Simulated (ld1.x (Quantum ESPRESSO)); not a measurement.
## Before and after: TM potential for Ga (Z = 31)

gallium (Ga), norm-conserving Troullier–Martins (Kleinman–Bylander form), made with ld1.x (Quantum ESPRESSO) 7.5 (PBEsol, scalar-relativistic). Core [Ar] 3d10, reference 4s1.5 4p1.5. Waves: 4s (bound): rc 1.70 bohr; 4p (bound): rc 1.65 bohr. Local part: the p channel. Core correction: none.

Change: wave 4s (bound): rc 1.70 bohr becomes 4s (bound): rc 2.52 bohr.

Cutoffs: the cutoffs (Ry, on a coarse ladder) from which the occupation-weighted sum of valence levels, in a spherical-Bessel basis at the reference potential, stays within 10 and 1 mRy of its value at 400 Ry; they do not see the model core or the augmentation charge, which bear on the density cutoff. Errors are all-electron minus pseudo energies relative to the spin-unpolarised reference configuration.

**Question.** What does the change do?

**Answer.** The potential gets softer (25 Ry and 40 Ry → 18 Ry and 40 Ry); the bound ghost in s disappears; of the 7 tests that both files solve, the error grows in 2 and shrinks in 5 by more than 15 % and 0.3 meV (median size 3.8 → 1.2 meV). A larger radius leaves more room for a smooth pseudo-wave, so fewer plane waves are needed.

| quantity | base | changed |
| --- | --- | --- |
| cutoff, loose | 25 Ry | 18 Ry |
| cutoff, tight | 40 Ry | 40 Ry |
| loose cutoff by channel (10 mRy a level) | s 12 Ry, p 6 Ry | s 8 Ry, p 6 Ry |
| bound ghosts | s | none |
| error for 4s2 4p1, meV [ΔE -3.24 eV] | +3.6 | +0.7 |
| error for 4s2 4p0, meV [ΔE 2.44 eV] | +5.0 | +1.2 |
| error for 4s1 4p0, meV [ΔE 23.58 eV] | -10 | -14 |
| error for 4s0 4p3, meV [ΔE 10.15 eV] | +47 | +23 |
| error for 4s1 4p1, meV [ΔE 9.85 eV] | -3.6 | -7.0 |
| error for 4s1 4p2, meV [ΔE 3.31 eV] | +3.8 | +0.8 |
| error for 4s2 4p1.3, meV [ΔE -3.77 eV] | +2.3 | -0.2 |

 A true bound ghost makes a file unfit for plane-wave use even where its test errors are small: the radial tests pick states by their node count and pass the ghost by.
